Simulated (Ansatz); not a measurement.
Reaction (ligand exchange at the Al–C bond): `C[CH]([SiH3])[AlH][NH2]` + HCl → `[NH2][AlH][Cl]` + `CC[SiH3]`

Gas-phase electronic energies from Ansatz, PBE0-D4/def2-TZVP geometries. CBS: MP2 limit from def2 TZ/QZ plus the TZ coupled-cluster correction, frozen cores. This one scheme is used for every species. DFT in def2-TZVPP. B3LYP here is the variant with VWN-RPA as its local correlation; programs differ in this. One conformer a species, not always the lowest.

```json
{"level": "PBE0-D4", "ΔE (kcal/mol)": "-39.4"}
{"level": "B2PLYP", "ΔE (kcal/mol)": "-41.9"}
{"level": "B3LYP", "ΔE (kcal/mol)": "-42.6"}
{"level": "MP2/def2-TZVPP", "ΔE (kcal/mol)": "-40.1"}
{"level": "SCS-MP2/def2-TZVPP", "ΔE (kcal/mol)": "-40.8"}
{"level": "CCSD(T)/def2-TZVPP", "ΔE (kcal/mol)": "-39.5"}
{"level": "SCS-MP2/def2-QZVPP", "ΔE (kcal/mol)": "-41.2"}
{"level": "HF/CBS(def2)", "ΔE (kcal/mol)": "-47.0"}
```

(1) What does CCSD(T)/CBS give? (Best estimate.)

Largest T1 diagnostic among the species: 0.011.

## Answers

(1) The calculation gave: -40.0 kcal/mol. The listed levels differ from it by 0.6, -1.9, -2.6, -0.1, -0.8, 0.5, -1.2, -7.0 kcal/mol.

From PBE to PBE0 (25 % exact exchange), in def2-TZVPP and without D4, ΔE moves by −1.2 kcal/mol. The D4 term adds +2.4 kcal/mol with B3LYP and +1.4 kcal/mol with PBE0; it sums over pairs of atoms, weighted by their polarisabilities, and B3LYP, whose exchange is more repulsive, gets the larger term. In def2-TZVPP, CCSD(T) changes the Hartree–Fock value by +7.6 kcal/mol (the triples alone add +1.0 kcal/mol) and MP2 by +7.0 kcal/mol.
